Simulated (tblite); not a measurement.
Compound: C5H9OSi (doublet state).
Z-matrix (Å and degrees, GFN2-xTB geometry), rows numbered from 1:
```
Si
O   1  1.6240
C   2  1.3467  1  132.49
C   3  1.3808  2  126.25  1    -0.01
C   4  1.4900  3  110.33  2   179.97
C   5  1.5410  4  104.21  3    -0.00
C   3  1.3831  2  122.81  1   179.93
H   1  1.4535  2   99.03  3  -179.95
H   1  1.4651  2  111.18  3   -60.56
H   1  1.4651  2  111.20  3    60.60
H   4  1.0730  3  125.66  2    -0.01
H   5  1.0945  4  111.36  3  -120.64
H   5  1.0944  4  111.30  3   120.61
H   6  1.0942  5  111.71  4  -120.37
H   6  1.0941  5  111.69  4   120.29
H   7  1.0726  3  125.98  2    -0.01
```

Calculated harmonic vibrations of the isolated species, GFN2-xTB (tblite), most abundant isotopes, no scaling. Errors from tens to a few hundred cm⁻¹ against measured bands are possible. Modes of hydrogen on silicon can be 10 to 20 % off. One conformer, not necessarily the lowest. Open shells enter through the occupations alone, without spin polarisation, and single modes of such species can be off by tens of per cent.

Harmonic wavenumbers (cm⁻¹): 56.4, 117.7, 128.1, 155.8, 260.8, 371.8, 524.7, 542.2, 599.3, 616.0, 638.6, 656.1, 702.5, 755.7, 797.0, 804.7, 824.7, 850.1, 967.7, 970.3, 1009.2, 1039.8, 1095.7, 1101.0, 1158.2, 1203.5, 1212.6, 1270.9, 1293.8, 1373.6, 1456.2, 1470.2, 1530.8, 2225.9, 2254.6, 2348.3, 2899.9, 2918.1, 2940.0, 2951.1, 3149.1, 3158.2.

A = 6565, B = 1216, C = 1051 MHz; mass 113.042 u (most abundant isotopes); point group Cs, symmetry number 1; spin multiplicity 2.

**Question.** Zero-point energy?

**Answer.** Half the sum of the wavenumbers: 26200 cm⁻¹ = 74.91 kcal/mol.

**Question.** Entropy at 273.15 K, 1 bar (ideal gas, RRHO, classical rotation)?

**Answer.** Translation 39.67, rotation 27.78, vibration 18.83, spin (R ln 2) 1.38: S = 87.7 cal/(mol K).

**Question.** And Cp and H(273.15 K) − H(0)?

**Answer.** Cp = 30.19 cal/(mol K), of which vibrations give 22.24 (their classical limit is 42 R = 83.5); H(273.15 K) − H(0) = 4.99 kcal/mol without the zero-point energy, 2.82 from vibrations.

**Question.** Which modes carry the vibrational entropy at 273.15 K?

**Answer.** 56.4 cm⁻¹: 4.41; 117.7 cm⁻¹: 2.97; 128.1 cm⁻¹: 2.81; 155.8 cm⁻¹: 2.43; 260.8 cm⁻¹: 1.51; 371.8 cm⁻¹: 0.94 cal/(mol K); the other 36 give 3.76 together.

**Question.** How do the functions run with temperature in this model?

**Answer.** 
| T (K) | S (cal/(mol K)) | Cp (cal/(mol K)) | H − H(0) (kcal/mol) | G − H(0) (kcal/mol) | ln q(vib) |
| --- | --- | --- | --- | --- | --- |
| 100 | 66.6 | 15.4 | 1.15 | -5.51 | 1.11 |
| 200 | 79.4 | 23.1 | 3.05 | -12.84 | 2.91 |
| 300 | 90.6 | 32.8 | 5.84 | -21.34 | 4.79 |
| 500 | 111.5 | 49.4 | 14.16 | -41.59 | 8.80 |
| 800 | 138.3 | 64.4 | 31.44 | -79.20 | 14.88 |
| 1000 | 153.4 | 70.6 | 44.97 | -108.40 | 18.72 |

q(vib) and H(0) count from the zero-point level.

**Question.** Blend soft modes into free rotors: weight 1/[1 + (100 cm⁻¹/ν̃)⁴] for the oscillator and the rest for a rotor with moment μB/(μ + B), μ = h/(8π²ν), B = 10⁻⁴⁴ kg m². What vibrational entropy results?

**Answer.** 17.65 cal/(mol K) in place of 18.83, which changes −T·S at 273.15 K by +0.32 kcal/mol.

Hindered rotation and anharmonicity are outside this model. Other conformers, if any are populated, would add a mixing term that is left out.
